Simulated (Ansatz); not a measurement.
Geometry optimisation, Ansatz 0.2.0, RKS B3LYP-D4/def2-SVPD.

input.yaml

```yaml
crystal:
  periodic: [false, false, false]
  atoms:
    - { symbol: Al, position_ang: [-0.060898, 0.494673, -0.516175] }
    - { symbol: "N", position_ang: [-0.028977, 0.106441, 2.557166] }
    - { symbol: H, position_ang: [-0.80924, -0.313042, 3.055766] }
    - { symbol: H, position_ang: [0.835608, -0.1167, 3.042671] }
    - { symbol: H, position_ang: [1.39897, 0.046363, -0.884363] }
    - { symbol: H, position_ang: [-1.396638, -0.261571, -0.847054] }
    - { symbol: Br, position_ang: [-0.295387, 2.726256, 0.294363] }
    - { symbol: H, position_ang: [-0.151239, 1.136279, 2.540326] }
basis:
  gaussian: { orbitals: def2-SVPD }
hamiltonian:
  xc: b3lyp
  dispersion: d4
relax:
  f_tol: 0.03
  max_steps: 50
```

Command:

```bash
$ ansatz run input.yaml --threads 4 --pin off --max-ram 5120MiB --backend cpu --events-out ev --progress --plain --runs-dir out
```

Problem. Where does it end, and by what steps?

Solution. The forces met the threshold. After 8 steps the energy has fallen by 0.929 eV; Al1 moved furthest, 0.60 Å. Joined: Al1–N2 (3.10 → 2.07 Å).

```json
{"step": "0", "energy less start (eV)": "0.0000", "largest force component (eV/Å)": "0.917", "accepted": "yes"}
{"step": "1", "energy less start (eV)": "-0.2557", "largest force component (eV/Å)": "0.638", "accepted": "yes"}
{"step": "2", "energy less start (eV)": "-0.5150", "largest force component (eV/Å)": "0.703", "accepted": "yes"}
{"step": "3", "energy less start (eV)": "-0.7527", "largest force component (eV/Å)": "0.968", "accepted": "yes"}
{"step": "4", "energy less start (eV)": "-0.8648", "largest force component (eV/Å)": "0.696", "accepted": "yes"}
{"step": "5", "energy less start (eV)": "-0.9145", "largest force component (eV/Å)": "0.302", "accepted": "yes"}
{"step": "6", "energy less start (eV)": "-0.9273", "largest force component (eV/Å)": "0.129", "accepted": "yes"}
{"step": "7", "energy less start (eV)": "-0.9291", "largest force component (eV/Å)": "0.049", "accepted": "yes"}
{"step": "8", "energy less start (eV)": "-0.9294", "largest force component (eV/Å)": "0.008", "accepted": "yes"}
```

```xyz
8
Properties=species:S:1:pos:R:3
Al -0.066 0.495 0.089
N -0.035 0.217 2.143
H -0.792 -0.383 2.472
H 0.846 -0.178 2.474
H 1.378 -0.002 -0.333
H -1.377 -0.290 -0.330
Br -0.310 2.827 0.147
H -0.150 1.133 2.582
```

Whether the end is a true minimum wasn't checked by a vibrational analysis.

The run took 17 s on 4 threads of Arm Neoverse V2 (shared host), peak memory 0.31 GiB.
